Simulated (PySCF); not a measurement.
Cd(Br)(SiH3) (BrCdH3Si), SMILES [SiH3][Cd][Br].

Geometry optimised at PBE0-D3(BJ)/def2-SVP. The structure was generated by enumeration; whether it is a known compound was not checked. The def2 effective core potentials stand for the cores of Cd; spin–orbit coupling is left out.

All values below come from PBE0-D3(BJ)/def2-SVP run with PySCF.

Frequencies are harmonic and unscaled.

Modes within 1.5 cm⁻¹ of each other (mostly degenerate sets) share a row, with their intensities summed.

Estimate the vibrational spectrum. (The exact figures need the calculation; the answer reports its results.)


```
mode   ν (cm⁻¹)  IR (km/mol)  Raman (Å⁴/amu)  depolarisation  moving atoms (share of kinetic energy)
-----  --------  -----------  --------------  --------------  --------------------------------------
1–2          67          6.7             0.5            0.75        Cd 44 %, Si 30 %, Br 17 %, H 9 %
3           229         16.6            27.7            0.25                Br 55 %, Si 33 %, Cd 9 %
4           327         16.5             8.1            0.17               Si 45 %, Cd 40 %, Br 10 %
5–6         460          4.1             5.9            0.75                          H 90 %, Si 9 %
7           844        334.6             4.9            0.06                          H 91 %, Si 9 %
8–9         935         79.7            51.5            0.75                                  H 98 %
10         2217         70.6           278.9            0.00                                  H 99 %
11–12      2231        148.4           304.9            0.75                                  H 96 %
```
